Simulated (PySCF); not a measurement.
CH5NOZn. Atoms are numbered in the order given.

```xyz
9

Zn     0.0568    -0.4087     0.0000
O      0.5070     1.3049     0.0000
C     -0.3504     2.3927     0.0000
H     -1.0132     2.4415    -0.8906
H      0.2371     3.3306     0.0000
H     -1.0132     2.4415     0.8906
N     -0.1097    -2.2134     0.0000
H     -0.5504    -2.6278     0.8181
H     -0.5504    -2.6278    -0.8181
```

Geometry: PBE0-D3(BJ)/def2-SVP. The structure was generated by enumeration; whether it is a known compound was not checked. The values are those of a single conformer.

Calculation: PBE/pcSseg-1 (PySCF).

GIAO shieldings, no solvent; atoms alike by connectivity are averaged. δ = σ(ref) − σ: ¹⁷O against H2O (σ = 334.3 ppm); ¹³C against TMS (σ = 182.0 ppm); ¹H against TMS (σ = 31.49 ppm); ¹⁵N against NH3 (σ = 267.0 ppm), references at their B3LYP-D3(BJ)/def2-TZVP geometries, non-relativistic.

```tsv
nucleus	atoms	count	δ (ppm)
¹⁷O	O2	1	26.7
¹³C	C3	1	62.7
¹H	H4, H5, H6	3	4.56
¹H	H8, H9	2	-0.55
¹⁵N	N7	1	-16.9
```
